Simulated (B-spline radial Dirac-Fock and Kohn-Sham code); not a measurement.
**Relativistic shifts of the levels of Sr**

System: neutral strontium, [Kr] 5s2.

Both columns are ΔSCF binding energies of the configuration average from an atomic code on a B-spline grid: non-relativistic Hartree-Fock with a point nucleus, and Dirac-Fock with a finite nucleus and the Coulomb interaction alone, averaged over the two j levels with weights 2j+1.

```
shell  Hartree-Fock (eV)  Dirac-Fock (eV)  shift (eV)  shift (%)
   1s            15829.1          16152.2     +323.09      +2.04
   2s             2160.1           2234.3      +74.20      +3.43
   2p             1956.4           1974.7      +18.27      +0.93
   3s              357.3            370.2      +12.90      +3.61
   3p              281.7            284.5       +2.78      +0.99
   3d              144.9            141.9       -2.95      -2.04
   4s              49.42            50.78       +1.37      +2.77
   4p              27.82            27.73       -0.09      -0.31
   5s               4.68             4.75       +0.07      +1.55
```

Relativity binds 1s, 2s, 2p, 3s, 3p, 4s, 5s more strongly, among those listed most of all 3s in relative terms, and 3d, 4p more weakly.

Values without a named source are computed, but for edge energies of neutral atoms, which are taken from tables.
